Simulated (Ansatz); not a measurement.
Energy difference R1 + R2 → P1 + P2, each structure at its B3LYP-D3(BJ)/def2-TZVP stationary point, reached from a drawn start (curvature not checked).
P1, FH3O3Si (SMILES O[Si](O)(O)F) (charge 0, multiplicity 1, Z-matrix in Å and degrees):
```
Si
F 1 1.6004
O 1 1.6232 2 109.05
H 3 0.9601 1 119.18 2 59.62
O 1 1.6232 2 109.05 3 -120.00
H 5 0.9601 1 119.18 2 59.60
O 1 1.6232 2 109.05 5 -120.00
H 7 0.9601 1 119.17 2 59.60
```
R1: F2H2O2Si (SMILES O[Si](O)(F)F), charge 0, multiplicity 1.
P2: HF (SMILES F), charge 0, multiplicity 1.
R2: H2O (SMILES O), charge 0, multiplicity 1.

P less R. No zero-point or thermal terms. One arrangement of each flexible species, with no search for the lowest.

Cores are frozen in the correlated methods.

Programs: Ansatz (Gaussian orbitals). All values are computed, each at the level named.

Total energies in hartree:

```tsv
structure	PBE/def2-TZVPP	PBE0/def2-TZVPP	CCSD(T)/cc-pV(T+d)Z
P1	-616.728812	-616.757764	-616.240612
R1	-640.757066	-640.785699	-640.261010
P2	-100.393473	-100.394002	-100.338298
R2	-76.380147	-76.380765	-76.332115
```

**Question.** Work out the reaction energy at each level in meV (1 hartree = 27211.38625 meV), and say how far PBE/def2-TZVPP lies from CCSD(T)/cc-pV(T+d)Z.

**Answer.** 
- PBE/def2-TZVPP: (-616.728812) + (-100.393473) − (-640.757066) − (-76.380147) = 0.014928 hartree = 406.2 meV
- PBE0/def2-TZVPP: (-616.757764) + (-100.394002) − (-640.785699) − (-76.380765) = 0.014698 hartree = 400.0 meV
- CCSD(T)/cc-pV(T+d)Z: (-616.240612) + (-100.338298) − (-640.261010) − (-76.332115) = 0.014215 hartree = 386.8 meV
PBE/def2-TZVPP less CCSD(T)/cc-pV(T+d)Z: 19.4 meV. CCSD(T)/cc-pV(T+d)Z is the level counted from, the highest shown, and no exact or measured value.

Ansatz is a first-principles code.
